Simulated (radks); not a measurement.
The numbers below are computed, except where a source is named.
Coulomb parameter of the 3d shell of the iron ion Fe3+ in the model configuration [Ar] 3d4 4s1, as a second difference U = [E(n + 1) + E(n - 1) - 2 E(n)] / (1)^2 with all orbitals relaxed. "Bare": the charge of the atom changes with n. "Screened": the 4s shell takes up the change at fixed total charge, which measures U(3d,3d) + U(4s,4s) - 2 U(3d,4s). Code: a radial shooting solver on a logarithmic mesh with Libxc functionals. Model: scalar-relativistic Kohn-Sham, r2SCAN, spin-unpolarised, spherical densities, finite nucleus; meta-GGA in the generalised Kohn-Sham scheme; Fermi nuclear charge, rms radius 3.7377 fm.

case         configuration  E - E(n) (eV)
start         [Ar] 3d4 4s1          0.000
bare +1       [Ar] 3d5 4s1        -41.097
bare -1       [Ar] 3d3 4s1         61.080
screened +1       [Ar] 3d5        -14.928
screened -1   [Ar] 3d3 4s2         19.420

U(bare) = 19.983 eV, U(screened by 4s) = 4.492 eV, against the Slater integral F0(3d,3d) = 26.671 eV with frozen orbitals.
